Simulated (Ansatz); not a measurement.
**Question.** Name a neutral molecule of B, C, N and H with HOMO–LUMO gap (PBE0/def2-TZVPP) between 8.15 and 8.45 eV and LUMO energy (B3LYP/def2-TZVPP) between 0.50 and 0.80 eV (Ansatz, PBE0-D4/def2-TZVP geometry).

**Answer.** `CBNC` (8.37 eV, 0.55 eV); `CNB(C)C` (8.25 eV, 0.57 eV). Other molecules can fit too; these were computed, each in one conformer that needn't be the lowest.

B3LYP here is the variant with VWN-RPA as its local correlation; programs differ in this.
